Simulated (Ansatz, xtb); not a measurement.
Reaction 0.5 R1 + 1.5 R2 → P1, each structure at its B3LYP-D3(BJ)/def2-TZVP stationary point, reached from a drawn start (curvature not checked).
R1, N2 (SMILES N#N) (charge 0, multiplicity 1):
| atom | x (Å) | y (Å) | z (Å) |
|---|---|---|---|
| N | 0.0000 | 0.0000 | 0.5455 |
| N | 0.0000 | 0.0000 | -0.5455 |
P1: NH3 (SMILES N), charge 0, multiplicity 1.
R2, H2 (SMILES [H][H]) (charge 0, multiplicity 1):
```xyz
2

H      0.000     0.000     0.372
H      0.000     0.000    -0.372
```

P less R. No zero-point or thermal terms.

Correlated levels freeze the cores.

Programs: Ansatz (Gaussian orbitals); xtb for the GFN methods. All values are computed, each at the level named.

Question: Predict the reaction energy from SCS-MP2/cc-pVQZ.

Answer: -16.7 kcal/mol

Question: What reaction energy does GFN2-xTB give?

Answer: -44.6 kcal/mol

Question: What is the computed reaction energy (HF/cc-pVDZ)?

Answer: -15.6 kcal/mol

Ansatz is a quantum-chemistry and plane-wave program.
